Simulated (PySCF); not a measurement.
# Charge on either side of a bond

Species: C₃H₆O₂SSi.
Numbering: `[CH2:1]=[C:2]([S:3][SiH3:4])[C:5](=[O:6])[OH:7]` (hydrogens: H8, H9 on C1; H10, H11, H12 on Si4; H13 on O7)

Cartesian coordinates in Å at the GFN2-xTB level; atoms count from 1:
```
atom  x, y, z in Å
C1    -1.7529    1.3943   -0.5968
C2    -0.6647    0.6988   -0.2382
S3     0.8698    1.4635    0.0984
Si4    2.2519   -0.1531    0.5970
C5    -0.7013   -0.7618   -0.1022
O6     0.2516   -1.4415    0.2262
O7    -1.8789   -1.3171   -0.3685
H8    -2.6865    0.9001   -0.7969
H9    -1.7107    2.4640   -0.6902
H10    2.5180   -0.9634   -0.5780
H11    3.4101    0.7256    0.7978
H12    1.9145   -0.7284    1.8864
H13   -1.8252   -2.2803   -0.2529
```

Atomic charges (e) from the PBE0/pcSseg-1 density (PySCF):

```tsv
atom	Mulliken	IAO	Hirshfeld	ESP-fitted
C1	+0.0175	-0.2878	-0.0853	-0.4185
C2	-0.5150	-0.1627	-0.0355	-0.0391
S3	-0.1631	-0.1044	-0.0728	-0.2568
Si4	+0.5597	+0.5860	+0.2662	+0.3673
C5	+0.6520	+0.5272	+0.2196	+0.7469
O6	-0.4750	-0.4539	-0.2003	-0.5099
O7	-0.3561	-0.4567	-0.1464	-0.5614
H8	+0.1355	+0.1757	+0.0515	+0.1991
H9	+0.1315	+0.1709	+0.0577	+0.2381
H10	-0.0670	-0.1151	-0.0785	-0.0497
H11	-0.1091	-0.1472	-0.0968	-0.0982
H12	-0.0664	-0.1152	-0.0783	-0.0488
H13	+0.2555	+0.3831	+0.1988	+0.4310
```

Problem. Cut each of the bonds C1–C2, S3–C2, Si4–S3, C5–C2 and O7–C5 in turn and sum the charges on the side of the atom named first.

Solution. In e; the other side holds the opposite charge:

| bond cut | piece | atoms | Mulliken | IAO | Hirshfeld | ESP-fitted |
| --- | --- | --- | --- | --- | --- | --- |
| C1–C2 | CH2 | 3 | +0.285 | +0.059 | +0.024 | +0.019 |
| S3–C2 | SiSH3 | 5 | +0.154 | +0.104 | -0.060 | -0.086 |
| Si4–S3 | SiH3 | 4 | +0.317 | +0.208 | +0.013 | +0.171 |
| C5–C2 | CHO2 | 4 | +0.076 | 0.000 | +0.072 | +0.107 |
| O7–C5 | OH | 2 | -0.101 | -0.074 | +0.052 | -0.130 |

Extremes among these pieces. Mulliken: lowest OH at O7, highest SiH3 at Si4; IAO: lowest OH at O7, highest SiH3 at Si4; Hirshfeld: lowest SiSH3 at S3, highest CHO2 at C5; ESP-fitted: lowest OH at O7, highest SiH3 at Si4.

Problem. Do the schemes agree better on the pieces than on the single atoms at the cuts?

Solution. The spread between schemes averages 0.220 e for the pieces and 0.376 e for the atoms named first; it is smaller for the piece at 4 of the 5 cuts. On average they agree better on the pieces. The sign differs between schemes (beyond ±0.03 e) for SiSH3 at S3 and OH at O7.

Geometry: GFN2-xTB, one conformer, isolated molecule.
